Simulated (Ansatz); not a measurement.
`C#CO[SiH2]F` + `[AlH2][SH]` → `F[SiH2][S][AlH2]` + `C#CO` at 500 K and 1 bar (ligand exchange at the Si–O bond).

Computed with Ansatz on PBE0-D4/def2-TZVP structures; ΔE is electronic, products minus reactants. CCSD(T)/CBS is the MP2 limit (def2-TZVPP, def2-QZVPP) plus CCSD(T) − MP2 in def2-TZVPP, frozen cores. This one scheme is used for every species. One conformer a species, not always the lowest.

```
           species  CCSD(T)/CBS energy (Eh)  H − E (kJ/mol)  S (J/(mol·K))
     `C#CO[SiH2]F`               -541.96553           154.9          386.4
      `[AlH2][SH]`               -641.61836            86.7          303.7
`F[SiH2][S][AlH2]`              -1031.18703           139.3          408.3
            `C#CO`               -152.38380           108.9          279.1
```

H − E and S are ideal-gas, rigid-rotor, harmonic terms from PBE0-D4/def2-TZVP, for one conformer and one mirror image of each species. 1 Eh = 2625.50 kJ/mol, R = 8.31446 J/(mol·K).

By hand: ΔE, ΔH, ΔS and ΔG.

ΔE = (-1031.18703) + (-152.38380) − (-541.96553) − (-641.61836) = 0.01306 Eh = 34.3 kJ/mol. Δ(H − E) = 139.3 + 108.9 − 154.9 − 86.7 = 6.6, so ΔH = 40.9 kJ/mol. ΔS = 408.3 + 279.1 − 386.4 − 303.7 = -2.7 J/(mol·K). ΔG = 40.9 − 500 × (-2.7)/1000 = 42.2 kJ/mol.

By hand: the equilibrium constant, and the temperature at which ΔG would vanish if ΔH and ΔS stayed fixed.

log₁₀ K = −ΔG/(RT ln 10) = -4.4. ΔH and −TΔS have one sign here, so there is no such temperature. One of them is within its doubt of zero, so this could turn.

The number of gas molecules stays the same, so ΔS is small and ΔH decides. A doubt of 5 kJ/mol in ΔE shifts log₁₀ K by 0.5 here. Other conformers and mirror images would add mixing entropy, several J/(mol·K) or more a flexible species. Modes under 60 cm⁻¹, often nearly free rotors, make the harmonic entropy too high. These are equilibria of isolated gas molecules and say nothing of rates. Largest T1 diagnostic: 0.013 (customary marks: 0.02 for closed shells, 0.045 for open ones).
